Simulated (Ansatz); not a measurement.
Reaction (redistribution): `[F][Sn][N]([SiH3])[SiH3]` + `[NH2][Mg][Cl]` → `[NH2][Sn][F]` + `[SiH3][N]([SiH3])[Mg][Cl]`

Program: Ansatz. Geometries: PBE0-D4/def2-TZVP. ΔE: electronic, gas phase. CCSD(T)/CBS is the MP2 limit (def2-TZVPP, def2-QZVPP) plus CCSD(T) − MP2 in def2-TZVPP, frozen cores. DFT in def2-TZVPP. B3LYP here is the variant with VWN-RPA as its local correlation; programs differ in this. HSE06 is defined as in plane-wave codes. def2 core potentials past Kr. For Mg, Sn outer-core shells are correlated without core-valence functions, which leaves a few kJ/mol of doubt a bond. One conformer a species, not always the lowest.

(1) Is it downhill or uphill in electronic energy at CCSD(T)/CBS, and by how much? (An estimate is asked.)

(2) What do these levels give: LDA (SPW92), PBE-D4, HSE06-D4, B2PLYP, PBE, revPBE, PBE0, B3LYP, BHLYP, SCS-MP2/def2-QZVPP, HF/CBS(def2), CCSD/CBS(def2)? (Best estimate.)

Largest T1 diagnostic among the species: 0.017.

Results:

(1) The calculation gave: Downhill: ΔE = -15.6 kJ/mol.

(2) Ansatz gave: LDA (SPW92) -15.8, PBE-D4 -15.8, HSE06-D4 -17.7, B2PLYP -17.1, PBE -20.0, revPBE -23.2, PBE0 -21.3, B3LYP -21.0, BHLYP -21.3, SCS-MP2/def2-QZVPP -14.4, HF/CBS(def2) -26.5, CCSD/CBS(def2) -17.0 kJ/mol.

Leaving LDA and LC-ωPBE aside and taking each functional with its dispersion term where it has one, the values, not all of them listed here, spread over 7.6 kJ/mol, from r2SCAN0-D4 to BLYP-D4. LDA lies +4.2 kJ/mol from PBE without D4. At CCSD(T), def2-SVP lies +3.6 kJ/mol from the extrapolated value and def2-TZVPP +1.0 kJ/mol.
